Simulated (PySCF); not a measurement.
`C[C@@H](CC#N)[C@H](F)Cl`, C5H7ClFN

Cartesian coordinates in Å; atom numbers follow the order of the lines, from 1:
```xyz
15

C     0.057    1.459    0.420
C    -0.300    0.263   -0.454
C     0.961   -0.538   -0.834
C     1.639   -1.040    0.335
N     2.163   -1.433    1.272
C    -1.277   -0.666    0.263
F    -1.560   -1.745   -0.519
Cl   -2.820    0.159    0.608
H     0.536    1.128    1.340
H     0.744    2.116   -0.109
H    -0.834    2.027    0.674
H    -0.780    0.606   -1.377
H     0.695   -1.388   -1.469
H     1.650    0.107   -1.384
H    -0.880   -1.046    1.212
```

Method: TDDFT wB97X-D/def2-SVPD circular dichroism and optical rotation, one conformer, gas phase in PySCF. Geometry: GFN2-xTB.

The molecule is flexible and this is one conformer; a measurement averages over conformers.

Task: Assign R or S to each stereocentre.

Result: C2 S, C6 R.

Task: List the lowest 16 singlet excitations with oscillator and rotatory strengths.

Result: Rotatory strengths R in 10⁻⁴⁰ esu² cm², velocity form and length form (origin at the centre of mass); f in length form.
```csv
state,E (eV),λ (nm),f,R (velocity),R (length),main
1,7.58,164,0.001,-0.4,-0.3,"HOMO→LUMO 0.54, HOMO→LUMO+1 0.27"
2,7.89,157,1e-05,-0.2,-0.1,"HOMO−2→LUMO+2 0.20, HOMO−2→LUMO 0.14"
3,7.92,157,0.001,+0.5,0.0,"HOMO−1→LUMO 0.55, HOMO−1→LUMO+1 0.28"
4,8.24,150,0.005,+2.3,+2.3,"HOMO−2→LUMO+2 0.17, HOMO−3→LUMO+3 0.13"
5,8.28,150,0.002,-0.6,-0.6,"HOMO−3→LUMO+2 0.17, HOMO−2→LUMO+3 0.14"
6,9.05,137,0.029,+6.0,+6.0,"HOMO→LUMO+1 0.34, HOMO→LUMO 0.13"
7,9.34,133,0.019,+4.4,+4.6,"HOMO→LUMO+2 0.27, HOMO→LUMO+5 0.18"
8,9.37,132,0.013,+3.5,+3.4,"HOMO−2→LUMO 0.44, HOMO−2→LUMO+2 0.30"
9,9.40,132,0.048,+64.2,+67.3,"HOMO−1→LUMO+1 0.26, HOMO−1→LUMO+6 0.16"
10,9.43,132,0.035,+3.4,+1.6,"HOMO−3→LUMO 0.24, HOMO−3→LUMO+2 0.11"
11,9.44,131,0.017,-77.4,-77.3,"HOMO−4→LUMO 0.22, HOMO−4→LUMO+2 0.14"
12,9.56,130,0.015,+1.7,+0.7,"HOMO−4→LUMO+3 0.22, HOMO−4→LUMO+1 0.17"
13,9.62,129,0.039,-81.2,-79.7,"HOMO−5→LUMO 0.15, HOMO→LUMO+3 0.14"
14,9.71,128,0.013,+16.3,+17.7,"HOMO→LUMO+3 0.18, HOMO−6→LUMO 0.11"
15,9.80,126,0.039,+27.8,+27.8,"HOMO−1→LUMO+5 0.20, HOMO−1→LUMO+2 0.17"
16,9.87,126,0.081,+47.5,+47.1,"HOMO−1→LUMO+4 0.16, HOMO−1→LUMO+3 0.09"
```

For state 3 the two forms differ in sign, so the sign of R isn't settled.

Among the states computed, the strongest CD band (largest |R|) is state 13. The largest dissymmetry factor in size, g = 4R/(D+G), with D and G the electric and magnetic dipole strengths, is -0.059 for state 11 (velocity form, f = 0.019), among bands with |R| over 0.5. The mirror image has the same energies and oscillator strengths and all R with the opposite sign.
